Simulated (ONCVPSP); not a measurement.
## Configuration tests for cadmium (ONCV)

cadmium, optimised norm-conserving Vanderbilt (ONCV), made with ONCVPSP 4.0.1 (PBE, scalar-relativistic). Core [Ar] 3d10 4s2, reference 4p6 4d10 5s1 5p1. Waves: 5s: rc 2.00 bohr, ncon 4, nbas 9, qcut 2.9 1/bohr, 1 projector; 4p+5p: rc 1.65 bohr, ncon 3, nbas 7, qcut 9.5 1/bohr, 2 projectors; 4d: rc 1.75 bohr, ncon 3, nbas 8, qcut 7.3 1/bohr, 3 projectors, debl 3.5 Ha; f scattering state at 0.31 Ha: rc 2.00 bohr, ncon 5, nbas 9, qcut 6.5 1/bohr, 2 projectors, debl 2.8 Ha. Local part: polynomial inside 1.60 bohr (lpopt 3, dvloc0 4 Ha). Core correction: none.

Energies are relative to the spin-unpolarised reference configuration 4p6 4d10 5s1 5p1; without spin polarisation the order of configurations can differ from experiment.

(1) Give the all-electron excitation energy and the error of the potential for: 4p6 4d10 5s2 5p0; 4p6 4d10 5s1 5p0; 4p6 4d10 5s0 5p0; 4p6 4d10 5s0 5p2.

Levels in the configuration 4p6 4d10 5s0 5p0:

```csv
level,all-electron (eV),pseudo (eV)
4p,-85.900,-85.822
4d,-30.444,-30.424
```

## Answers

(1)

```
valence configuration  charge  ΔE all-electron (eV)  error AE − PS (meV)
     4p6 4d10 5s2 5p0       0                -4.666                 -3.1
     4p6 4d10 5s1 5p0      +1                 4.607                 +0.1
     4p6 4d10 5s0 5p0      +2                21.733                 -6.9
     4p6 4d10 5s0 5p2       0                 5.005                 -6.5
```
